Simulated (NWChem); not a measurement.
N[Si](N)(F)Cl (SiN$_{2}$H$_{4}$ClF), optimised at PBE0/def2-SVP with NWChem:

| Property | Value |
|---|---|
| highest occupied level (eV) | -7.82 |
| orbital gap (eV) | 9.10 |
| dipole (D) | 2.70 |

All stand in one matching conformer (torsions within 35°), which need not be the lowest. One or both are not confirmed as a minimum by frequencies. def2 effective core potentials on Sn; no spin-orbit coupling.

Q: One Si atom is replaced by Sn, giving [NH2][Sn]([Cl])([F])[NH2] (SnN2H4ClF), optimised at the same level. How do these values move?

A: 
| quantity | new value | change |
|---|---|---|
| highest occupied level (eV) | -7.99 | -0.17 |
| orbital gap (eV) | 6.58 | -2.52 |
| dipole (D) | 2.14 | -0.56 |
